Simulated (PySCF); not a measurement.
**Al: excitation energy**

Al [Ne] 3s2 3p1 (2P) → Al [Ne] 3s2 4s1 (2S), as a difference of total energies. Computed with PySCF 2.14 in dyall-av2z (13s9p2d, 50 functions), with the non-relativistic Hamiltonian (point nucleus). Correlated levels: valence: [Ne] frozen; virtual orbitals above 40 to 60 times the deepest correlated orbital energy dropped. The calculations carry no spin-orbit coupling.

```json
{"method": "UHF", "excitation energy (eV)": "3.049", "error (eV)": "-0.084"}
{"method": "MP2 (valence)", "excitation energy (eV)": "3.066", "error (eV)": "-0.067"}
{"method": "SCS-MP2 (valence)", "excitation energy (eV)": "3.064", "error (eV)": "-0.069"}
{"method": "CCSD (valence)", "excitation energy (eV)": "3.134", "error (eV)": "+0.001"}
{"method": "CCSD(T) (valence)", "excitation energy (eV)": "3.136", "error (eV)": "+0.003"}
{"method": "CCSDT (valence)", "excitation energy (eV)": "3.135", "error (eV)": "+0.002"}
```

Reference: 3.133 eV (measured; NIST levels, between the centres of gravity of the two terms).

Errors of the correlated levels include the incompleteness of this basis and the frozen core.
